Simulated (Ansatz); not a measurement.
C₇H₁₈FN₂Ta, SMILES `C[N](C)[Ta]([CH3])([F])=[N]C(C)(C)C`, 29 atoms. Total charge 0; spin multiplicity 1. Correlated methods include outer-core shells of Ta, which these sets cover unevenly. Ta takes the def2 core potential. All runs use 11 threads of an AMD EPYC 7R13 on a shared host and a whole NVIDIA H100 80 GB. Correlated methods freeze the cores.

Task: Give the basis size and wall time and peak host memory of each of these runs in Ansatz. RKS r2SCAN-D4/def2-TZVPP energy and forces; RKS ωB97M-V/def2-QZVPP energy; RKS PBE0-D4/def2-QZVPP energy; direct RPA on PBE orbitals/def2-TZVPP energy; RKS ωB97M-V/def2-TZVPP energy and forces; RKS ωB97M-V/def2-SVP energy; RKS SPW92 (LDA)/def2-TZVPP energy; RHF-CCSD(T)/def2-TZVPP energy; RKS PBE0-D4/def2-TZVP relaxation (33 steps); RHF-CCSD(T)/def2-SVP energy; RHF-MP2/def2-QZVPP energy; RKS PBE0-D4/def2-SVP energy. (Best estimate.)

Result: Ansatz gave: Other jobs shared the machine, so times are rough.

```csv
level,job,functions,wall time,peak host memory (GiB)
RKS PBE0-D4/def2-SVP,energy,262,2 s,0.93
RKS ωB97M-V/def2-SVP,energy,262,2.4 s,1.1
RKS SPW92 (LDA)/def2-TZVPP,energy,618,2.5 s,1.2
RKS r2SCAN-D4/def2-TZVPP,energy and forces,618,3.6 s,1.2
RKS ωB97M-V/def2-TZVPP,energy and forces,618,5.5 s,1.5
direct RPA on PBE orbitals/def2-TZVPP,energy,618,8 s,3.9
RHF-CCSD(T)/def2-SVP,energy,262,8.5 s,0.89
RHF-MP2/def2-QZVPP,energy,1191,9.5 s,2.1
RKS PBE0-D4/def2-QZVPP,energy,1191,28 s,11
RKS ωB97M-V/def2-QZVPP,energy,1191,61 s,13
RKS PBE0-D4/def2-TZVP,relaxation (33 steps),458,77 s,1.2
RHF-CCSD(T)/def2-TZVPP,energy,618,2.2 min,3.7
```
